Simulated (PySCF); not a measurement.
Species: C4H13NOSi2.
Numbering: `[CH3:1][N:2]([CH3:3])[Si@H:4]1[CH2:5][CH2:6][SiH2:7][O:8]1` (hydrogens: H9, H10, H11 on C1; H12, H13, H14 on C3; H15 on Si4; H16, H17 on C5; H18, H19 on C6; H20, H21 on Si7)

A GFN2-xTB structure was refined with PBE0-D3(BJ)/def2-SVP geometry optimisation, gas phase (PySCF 2.14.0). Its GFN2-xTB values:

```csv
coordinate,GFN2-xTB
C1–N2,1.435 Å
C1–H9,1.113 Å
C1–H11,1.068 Å
N2–Si4,1.682 Å
Si4–C5,1.924 Å
Si4–O8,1.653 Å
Si4–H15,1.471 Å
C5–C6,1.549 Å
C5–H16,1.100 Å
C5–H17,1.071 Å
C6–Si7,1.899 Å
C6–H18,1.097 Å
C6–H19,1.096 Å
Si7–O8,1.641 Å
Si7–H20,1.471 Å
Si7–H21,1.485 Å
C1–N2–C3,111.6°
C1–N2–Si4,121.3°
N2–Si4–C5,112.4°
Si4–C5–C6,108.0°
Si4–O8–Si7,118.9°
C5–Si4–O8,98.9°
C5–C6–Si7,107.4°
C6–Si7–O8,100.1°
N2–Si4–C5–C6,93°
N2–Si4–O8–Si7,-113°
Si4–C5–C6–Si7,26°
C6–Si7–O8–Si4,10°
```

Task: How do these coordinates change at the PBE0-D3(BJ)/def2-SVP level?

Result: 
```json
{"coordinate": "N2–Si4", "PBE0-D3(BJ)/def2-SVP (Å or °)": "1.733", "change": "+0.051"}
{"coordinate": "C1–H11", "PBE0-D3(BJ)/def2-SVP (Å or °)": "1.109", "change": "+0.041"}
{"coordinate": "Si7–O8", "PBE0-D3(BJ)/def2-SVP (Å or °)": "1.682", "change": "+0.041"}
{"coordinate": "Si4–C5", "PBE0-D3(BJ)/def2-SVP (Å or °)": "1.889", "change": "-0.035"}
{"coordinate": "C5–H17", "PBE0-D3(BJ)/def2-SVP (Å or °)": "1.104", "change": "+0.033"}
{"coordinate": "Si4–O8", "PBE0-D3(BJ)/def2-SVP (Å or °)": "1.680", "change": "+0.027"}
{"coordinate": "Si4–H15", "PBE0-D3(BJ)/def2-SVP (Å or °)": "1.496", "change": "+0.025"}
{"coordinate": "Si7–H20", "PBE0-D3(BJ)/def2-SVP (Å or °)": "1.493", "change": "+0.022"}
{"coordinate": "Si7–H21", "PBE0-D3(BJ)/def2-SVP (Å or °)": "1.495", "change": "+0.010"}
{"coordinate": "C1–N2", "PBE0-D3(BJ)/def2-SVP (Å or °)": "1.442", "change": "+0.007"}
{"coordinate": "C1–H9", "PBE0-D3(BJ)/def2-SVP (Å or °)": "1.106", "change": "-0.007"}
{"coordinate": "C6–H18", "PBE0-D3(BJ)/def2-SVP (Å or °)": "1.103", "change": "+0.006"}
{"coordinate": "C6–H19", "PBE0-D3(BJ)/def2-SVP (Å or °)": "1.102", "change": "+0.006"}
{"coordinate": "C5–C6", "PBE0-D3(BJ)/def2-SVP (Å or °)": "1.546", "change": "-0.003"}
{"coordinate": "C6–Si7", "PBE0-D3(BJ)/def2-SVP (Å or °)": "1.897", "change": "-0.002"}
{"coordinate": "C5–H16", "PBE0-D3(BJ)/def2-SVP (Å or °)": "1.102", "change": "+0.002"}
{"coordinate": "Si4–O8–Si7", "PBE0-D3(BJ)/def2-SVP (Å or °)": "114.1", "change": "-4.8"}
{"coordinate": "C1–N2–C3", "PBE0-D3(BJ)/def2-SVP (Å or °)": "114.4", "change": "+2.8"}
{"coordinate": "Si4–C5–C6", "PBE0-D3(BJ)/def2-SVP (Å or °)": "105.3", "change": "-2.7"}
{"coordinate": "C5–Si4–O8", "PBE0-D3(BJ)/def2-SVP (Å or °)": "100.5", "change": "+1.6"}
{"coordinate": "N2–Si4–C5", "PBE0-D3(BJ)/def2-SVP (Å or °)": "111.2", "change": "-1.2"}
{"coordinate": "C5–C6–Si7", "PBE0-D3(BJ)/def2-SVP (Å or °)": "106.6", "change": "-0.8"}
{"coordinate": "C6–Si7–O8", "PBE0-D3(BJ)/def2-SVP (Å or °)": "100.6", "change": "+0.5"}
{"coordinate": "C1–N2–Si4", "PBE0-D3(BJ)/def2-SVP (Å or °)": "120.8", "change": "-0.5"}
{"coordinate": "N2–Si4–C5–C6", "PBE0-D3(BJ)/def2-SVP (Å or °)": "81", "change": "-12"}
{"coordinate": "N2–Si4–O8–Si7", "PBE0-D3(BJ)/def2-SVP (Å or °)": "-101", "change": "+12"}
{"coordinate": "Si4–C5–C6–Si7", "PBE0-D3(BJ)/def2-SVP (Å or °)": "36", "change": "+10"}
{"coordinate": "C6–Si7–O8–Si4", "PBE0-D3(BJ)/def2-SVP (Å or °)": "3", "change": "-7"}
```

The energy falls by 7.0 kcal/mol over 9 energy and gradient evaluations, the largest force component goes from 0.0352 to 2.4e-04 Eh/bohr, and the atoms move by 0.268 Å rms after alignment. The bond that changes most is N2–Si4 (silicon-bound nitrogen to oxygen-bound silicon), which lengthens by 0.051 Å. Bonds longer at the end by more than 0.005 Å: 14 of 21; shorter: 4. Among the dihedrals that turn most is H15–Si4–C5–H16, from 110° to 88°. Rotational constants go from 2589, 1015, 850.1 to 2377, 1054, 897.9 MHz.

The run used 185 basis functions and 60 SCF cycles in all.

Stationary, but not proved a minimum. One conformer, not necessarily the lowest.
